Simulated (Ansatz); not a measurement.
`F[SiH]1BO1` + H₂Se → `[SeH][SiH]1BO1` + H–F at 700 K and 1 bar (ligand exchange at the Si–F bond).

Isolated molecules relaxed with PBE0-D4/def2-TZVP in Ansatz; ΔE leaves out vibrations. CCSD(T)/CBS is the MP2 limit (def2-TZVPP, def2-QZVPP) plus CCSD(T) − MP2 in def2-TZVPP, frozen cores. This one scheme is used for every species. For Se outer-core shells are correlated without core-valence functions, which leaves a few kJ/mol of doubt a bond. Scalar relativity is left out up to krypton. One conformer a species, not always the lowest.

```json
{"species": "`F[SiH]1BO1`", "CCSD(T)/CBS energy (Eh)": "-490.11970", "H − E (kJ/mol)": "123.8", "S (J/(mol·K))": "359.8"}
{"species": "H₂Se", "CCSD(T)/CBS energy (Eh)": "-2401.89790", "H − E (kJ/mol)": "61.1", "S (J/(mol·K))": "251.1"}
{"species": "`[SeH][SiH]1BO1`", "CCSD(T)/CBS energy (Eh)": "-2791.59801", "H − E (kJ/mol)": "149.2", "S (J/(mol·K))": "412.7"}
{"species": "H–F", "CCSD(T)/CBS energy (Eh)": "-100.39570", "H − E (kJ/mol)": "45.2", "S (J/(mol·K))": "198.5"}
```

H − E and S are ideal-gas, rigid-rotor, harmonic terms from PBE0-D4/def2-TZVP, for one conformer and one mirror image of each species. 1 Eh = 2625.50 kJ/mol, R = 8.31446 J/(mol·K).

By hand: ΔE, ΔH, ΔS and ΔG.

ΔE = (-2791.59801) + (-100.39570) − (-490.11970) − (-2401.89790) = 0.02389 Eh = 62.7 kJ/mol. Δ(H − E) = 149.2 + 45.2 − 123.8 − 61.1 = 9.5, so ΔH = 72.2 kJ/mol. ΔS = 412.7 + 198.5 − 359.8 − 251.1 = 0.3 J/(mol·K). ΔG = 72.2 − 700 × (0.3)/1000 = 72.0 kJ/mol.

By hand: the equilibrium constant, and the temperature at which ΔG would vanish if ΔH and ΔS stayed fixed.

log₁₀ K = −ΔG/(RT ln 10) = -5.4. ΔG = 0 at ΔH/ΔS = 240667 K, far beyond where these terms or the molecules hold.

The number of gas molecules stays the same, so ΔS is small and ΔH decides. A doubt of 5 kJ/mol in ΔE shifts log₁₀ K by 0.4 here. Other conformers and mirror images would add mixing entropy, several J/(mol·K) or more a flexible species. These are equilibria of isolated gas molecules and say nothing of rates. Largest T1 diagnostic: 0.015 (customary marks: 0.02 for closed shells, 0.045 for open ones).
